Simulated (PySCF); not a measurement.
Static response to an electric field

Species: C3H9FN2Si.
SMILES with atom numbers: `[CH2:1]=[CH:2][CH2:3][NH:4][Si@H:5]([NH2:6])[F:7]` (hydrogens: H8, H9 on C1; H10 on C2; H11, H12 on C3; H13 on N4; H14 on Si5; H15, H16 on N6)

Cartesian coordinates in Å at the GFN2-xTB level; atoms count from 1:
```
atom  x, y, z in Å
C1    -3.1348   -0.2557    0.4209
C2    -1.9645   -0.0280   -0.1438
C3    -0.7077   -0.7805    0.1699
N4     0.3636    0.1394    0.4938
Si5    2.0110   -0.1355    0.1373
N6     2.7921    1.3668    0.3966
F7     1.9973   -0.6593   -1.3964
H8    -3.2659   -1.0327    1.1569
H9    -4.0138    0.3110    0.1648
H10   -1.8449    0.7574   -0.8775
H11   -0.3962   -1.3451   -0.7128
H12   -0.8908   -1.4953    0.9846
H13    0.1393    0.7114    1.2929
H14    2.7595   -1.1712    0.8323
H15    2.3594    2.2108    0.0593
H16    3.7887    1.4154    0.2771
```

Level: CAM-B3LYP/def2-SVPD (PySCF), static field, nuclei fixed, core orbitals frozen in the response. The polarisability tensor in these axes (au):

```
x   99.75  3.60 -3.75
y    3.60 69.29 -1.58
z   -3.75 -1.58 64.51
```

Problem. What are the eigenvalues, a third of the trace, and Δα (Δα² = ½Σ(αi − αj)² over the three pairs)?

Solution. Principal values 63.84, 69.13 and 100.59 au; mean 77.85 au = 11.54 Å³ = 12.84 × 10⁻⁴⁰ C²·m²/J; Δα = 34.41 au (44 % of the mean).

Problem. What is the dipole moment, and where does it point?

Solution. (-0.10, 1.09, 1.27) D, 1.68 D in size, pointing from the negative to the positive side. Measured along this direction, the outermost atoms are F7 at the negative end and H13 and H15 at the positive end.

Problem. What depolarisation ratio follows for Rayleigh scattering of linearly polarised light, taking the static tensor?

Solution. ρ = 3Δα²/(45ᾱ² + 4Δα²) = 3552.4/(272731 + 4736.6) = 0.0128.

Problem. Form Σ f/ω² (atomic units) for the 8 lowest TDDFT singlets, given as eV and f, and set it beside the mean polarisability, which is this sum over all singlets: 6.57, 0.0726; 6.89, 0.0353; 7.16, 0.0482; 7.46, 0.0279; 7.57, 0.0411; 7.68, 0.4884; 7.71, 0.0375; 8.00, 0.0130.

Solution. They add up to 10.14 au, 13.0 % of the 77.85 au; the largest single term is 6.12 au, from the state at 7.68 eV. Terms in order: 1.24, 0.55, 0.70, 0.37, 0.53, 6.12, 0.47, 0.15 au. Higher excitations give the rest. The strengths listed sum to 0.764.

Problem. Find the Langevin capture rate constant for O2+ (31.990 u) meeting this molecule (120.052 u), k = 2.342 × 10⁻⁹ cm³/s × √(α in Å³ / reduced mass in u).

Solution. The reduced mass is 25.26 u, so k = 1.58 × 10⁻⁹ cm³/s. The formula leaves out the permanent dipole, which adds to the capture rate.

Geometry: GFN2-xTB, one conformer, isolated molecule.

The run behind these numbers computed excited states as well. The run took 1.7 min wall (grids of density and orbitals included) on Arm Neoverse N1, one thread, no GPU, on a shared host, and the process peaked at 0.99 GiB of memory.
